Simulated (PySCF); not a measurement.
Species: C6H9Br.
Numbering: `[CH2:1]=[C:2]1[CH2:3][CH2:4][CH2:5][C@@H:6]1[Br:7]` (hydrogens: H8, H9 on C1; H10, H11 on C3; H12, H13 on C4; H14, H15 on C5; H16 on C6)

All values: B3LYP/def2-SVPD (PySCF, non-relativistic), on one gas-phase PBE0-D3(BJ)/def2-SVP geometry that isn't relaxed in the solvent. The solvent is an IEF-PCM continuum (van der Waals radii × 1.2), and excitations are vertical TDDFT with non-equilibrium linear response and a frozen core. Only the electrostatic response of the medium enters. Spin–orbit coupling is left out although an atom past zinc is present.

Gas-phase singlets (H = HOMO, L = LUMO):

| state | E (eV) | λ (nm) | f | leading configurations |
| --- | --- | --- | --- | --- |
| S1 | 5.095 | 243 | 0.052 | H→L 68%, H-2→L 29% |
| S2 | 5.268 | 235 | 0.001 | H-1→L 98% |
| S3 | 5.753 | 215 | 0.133 | H-2→L 68%, H→L 25% |
| S4 | 6.402 | 194 | 0.043 | H→L+1 93% |
| S5 | 6.755 | 184 | 0.011 | H→L+2 81%, H-2→L+1 8% |

How does the list change in chloroform (ε = 4.711)?

```csv
state,E (eV),λ (nm),f,leading configurations,change by rank (eV)
S1,5.128,242,0.124,"H→L 79%, H-2→L 18%",+0.033
S2,5.389,230,0.002,H-1→L 98%,+0.121
S3,5.673,219,0.123,"H-2→L 80%, H→L 16%",-0.080
S4,6.489,191,0.061,"H→L+1 87%, H→L+2 8%",+0.087
S5,6.754,184,0.027,H→L+2 82%,-0.001
```

What are the lowest 5 singlets in acetone (ε = 20.49)?

| state | E (eV) | λ (nm) | f | leading configurations | change by rank (eV) |
| --- | --- | --- | --- | --- | --- |
| S1 | 5.149 | 241 | 0.129 | H→L 81%, H-2→L 16% | +0.054 |
| S2 | 5.431 | 228 | 0.002 | H-1→L 98% | +0.163 |
| S3 | 5.689 | 218 | 0.102 | H-2→L 82%, H→L 14% | -0.064 |
| S4 | 6.530 | 190 | 0.062 | H→L+1 76%, H→L+2 19% | +0.128 |
| S5 | 6.747 | 184 | 0.031 | H→L+2 72%, H→L+1 16% | -0.008 |

The ground-state energy changes by -0.137 eV from gas to acetone. By how much does the total energy of gas-phase S1 change?

E(S1) = E(S0) + excitation energy, so it changes by -0.137 + 0.054 = -0.083 eV: it is lowered less than the ground state, which is what a blue shift means. This is the vertical state, with the slow part of the continuum still set for S0.

How do the frontier levels move from gas to acetone?

| orbital | gas (eV) | solvent (eV) | change (eV) |
| --- | --- | --- | --- |
| LUMO+2 | 0.53 | 0.51 | -0.02 |
| LUMO+1 | 0.23 | 0.39 | +0.16 |
| LUMO | -1.21 | -1.19 | +0.02 |
| HOMO | -7.00 | -6.97 | +0.03 |
| HOMO-1 | -7.56 | -7.73 | -0.17 |
| HOMO-2 | -7.70 | -7.83 | -0.13 |
| HOMO-3 | -9.19 | -9.01 | +0.18 |

The HOMO–LUMO gap goes from 5.79 to 5.78 eV.
